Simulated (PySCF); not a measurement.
C8H10NP.
Cartesian coordinates in Å at the GFN2-xTB level; atoms count from 1:
```
atom  x, y, z in Å
C1     1.769   -1.542    0.241
C2     1.388   -0.096    0.103
C3     2.390    0.854    0.107
P4     2.179    2.572   -0.036
C5     0.441    2.568   -0.161
N6    -0.366    1.542   -0.146
C7     0.038    0.283   -0.026
C8    -1.054   -0.712   -0.036
C9    -2.279   -0.430   -0.871
C10   -2.368   -0.345    0.611
H11    1.306   -1.979    1.124
H12    1.446   -2.109   -0.631
H13    2.848   -1.642    0.334
H14    3.414    0.507    0.208
H15   -0.057    3.529   -0.267
H16   -0.748   -1.745    0.041
H17   -2.746   -1.261   -1.378
H18   -2.281    0.495   -1.425
H19   -2.896   -1.116    1.152
H20   -2.430    0.638    1.052
```

Computed at PBE0/pcSseg-1 (PySCF, non-relativistic), with Q(14N) = 0.02044 b: N6, 14N (I = 1): χzz = -5.364 MHz, η = 0.338.

Find the zero-field quadrupole resonance frequencies of 14N at N6.

From ν± = (3/4)|χ|(1 ± η/3) and ν0 = |χ|η/2: ν+ 4.476 MHz, ν− 3.570 MHz, ν0 0.906 MHz (pyridine-type nitrogen).

In a crystal, neighbours and librations shift these lines. One conformer (not necessarily the lowest) at the GFN2-xTB geometry, without solvent, vibrations or thermal averaging. GFN2-xTB bond lengths can be off by several hundredths of an ångström, more for odd bonds, and the gradients follow them. The basis is small and wasn't made for field gradients, so the couplings can be 20 % off.

The run behind these numbers computed NMR shieldings as well. On Arm Neoverse V2, one thread, shared host with 96 logical CPUs at a one-minute load of 162, this took 44 s wall, 39 s CPU and 0.95 GiB of memory at its peak.
